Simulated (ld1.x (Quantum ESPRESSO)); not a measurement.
# oxygen: one change to a TM potential, before and after

```
Element                 : O
Generator               : ld1.x (Quantum ESPRESSO) 7.5
Type                    : norm-conserving Troullier–Martins (Kleinman–Bylander form)
Functional              : PBE
Relativity              : non-relativistic
Frozen core             : [He]
Valence charge          : 6
Reference configuration : 2s2 2p3 (charge +1)
Partial waves           : 2p (bound): rc 1.00 bohr; 3d channel at 0.5 Ry: rc 1.00 bohr; 2s (bound): rc 0.60 bohr
Local potential         : the s channel
Core correction         : Bessel-smoothed model core inside 0.40 bohr
```

Change: core correction Bessel-smoothed model core inside 0.38 bohr.

Cutoffs: the cutoffs (Ry, on a coarse ladder) from which the occupation-weighted sum of valence levels, in a spherical-Bessel basis at the reference potential, stays within 10 and 1 mRy of its value at 400 Ry; they do not see the model core or the augmentation charge, which bear on the density cutoff. Errors are all-electron minus pseudo energies relative to the spin-unpolarised reference configuration.

Problem. What does the change do?

Solution. The errors of the 7 common tests hardly move; neither file shows a bound ghost. A model core, the more so a compact one, raises the density cutoff, which this test does not measure.

| quantity | base | changed |
| --- | --- | --- |
| cutoff, loose | 200 Ry | 200 Ry |
| cutoff, tight | over 300 Ry | over 300 Ry |
| bound ghosts | none | none |
| error for 2s2 2p4, meV [ΔE -16.44 eV] | +2.4 | +2.3 |
| error for 2s2 2p2, meV [ΔE 33.59 eV] | +14 | +14 |
| error for 2s2 2p1, meV [ΔE 87.47 eV] | +111 | +108 |
| error for 2s2 2p4.3, meV [ΔE -18.56 eV] | +2.8 | +2.6 |
| error for 2s2 2p3.5, meV [ΔE -10.15 eV] | +1.0 | +1.0 |
| error for 2s2 2p0, meV [ΔE 164.37 eV] | +441 | +428 |
| error for 2s1 2p5, meV [ΔE -1.54 eV] | +24 | +23 |
| s: phases at 1.09 bohr within 0.05 rad from the reference energy up to (Ry; the scan ends near 5) | to the end of the scan | to the end of the scan |
| p: phases at 1.09 bohr within 0.05 rad from the reference energy up to (Ry; the scan ends near 5) | to the end of the scan | to the end of the scan |
| d: phases at 1.09 bohr within 0.05 rad from the reference energy up to (Ry; the scan ends near 5) | to the end of the scan | to the end of the scan |
